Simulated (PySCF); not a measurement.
A structure optimised at PBE-D3(BJ)/def2-SVP, used in a PySCF frequency run:

```xyz
8

Re     0.0000     0.0000    -0.0752
O     -1.4287    -0.8249    -0.5629
O      0.0000     1.6497    -0.5629
O      1.4287    -0.8249    -0.5629
C      0.0000     0.0000     2.0062
H     -0.9069     0.5236     2.3713
H      0.9069     0.5236     2.3713
H      0.0000    -1.0472     2.3713
```
Charge 0, spin multiplicity 1.

**Question.** Write its SMILES, formula and point group.

**Answer.** [CH3][Re](=[O])(=[O])=[O], CH3O3Re, C3v

**Question.** What are its rotational constants (standard atomic weights)?

**Answer.** 3.7731, 3.4102, 3.4102 GHz
